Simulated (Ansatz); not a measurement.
A run on F2HO2Si (`[O][Si](O)(F)F`) radical with other settings.

```yaml
crystal:
  periodic: [false, false, false]
  atoms:
    - {symbol: O, position_ang: [0.594020, -1.529421, -1.104196]}
    - {symbol: Si, position_ang: [0.148955, 0.167200, -0.397848]}
    - {symbol: O, position_ang: [0.192432, -0.032642, 1.392935]}
    - {symbol: F, position_ang: [-1.784955, -0.316303, -0.485004]}
    - {symbol: F, position_ang: [0.290351, 1.468822, -1.115984]}
    - {symbol: H, position_ang: [1.327767, 0.035180, 1.531166]}
basis:
  gaussian: {orbitals: cc-pVTZ, point_charges: [{charge: -1.00, position_ang: [5.991, -0.953, 0.273]}]}
total_charge: 1
hamiltonian: {xc: {name: PBE-QIDH}}
accuracy: high
output: {forces: true}
```

```sh
$ ansatz run in.yaml --threads 4 --pin off --events-out ev --progress --plain --max-ram 10444MiB
```

It prints (some lines left out):

```
Functional definition: PBE-QIDH
2844 factors; integrals over basis functions are off by at most 2.5e-8 eV
mean field evaluation 1: about -17374.5525 eV, gradient 8.3e1 eV
mean field evaluation 2: about -17374.6758 eV, gradient 8.3e1 eV
mean field evaluation 4: about -17381.3966 eV, gradient 5.1e1 eV
mean field evaluation 8: about -17386.2105 eV, gradient 6.2e-1 eV
mean field evaluation 16: about -17386.2446 eV, gradient 2.0e-1 eV
mean field evaluation 32: about -17386.4368 eV, gradient 7.2e-7 eV
mean field -17386.43676142 eV, -638.9397660323 hartree, gradient 3.1e-8 eV, S^2 0.000000; 4 other end points of the search recorded, 0 dependent functions left out; unrestricted orbitals would lower it
9 core orbitals not correlated: weight in the atoms' cores, before any rotation towards them, 1.000 or more for the frozen orbitals, at most 0.000 for the correlated occupied ones
reference -17386.43676232 eV, -638.9397660653 hartree; 15, 15 occupied and 144, 144 virtual orbitals, 2844 factors
second order -32.99456236 eV of doubles, -0.00000000 eV of singles
Total energy: -17397.43494978 eV, -639.3439419994 hartree
Atom 0 at     0.594020    -1.529421    -1.104196 Å, force    -1.545555     3.178065     1.018196 eV/Å
Atom 1 at     0.148955     0.167200    -0.397848 Å, force    -4.637407    -5.607285     5.481007 eV/Å
Atom 2 at     0.192432    -0.032642     1.392935 Å, force     5.759540     0.953506    -4.845640 eV/Å
Atom 3 at    -1.784955    -0.316303    -0.485004 Å, force     4.908953     0.383960    -0.647343 eV/Å
Atom 4 at     0.290351     1.468822    -1.115984 Å, force     0.587262     1.295822    -1.194739 eV/Å
Atom 5 at     1.327767     0.035180     1.531166 Å, force    -4.549475    -0.288331     0.213941 eV/Å
Dipole moment:     1.068683    -0.102502    -0.001323 e Å
```

It took 25 s on 4 threads of an Intel Xeon Platinum 8488C on a shared host, with 0.82 GiB of host memory at the peak.
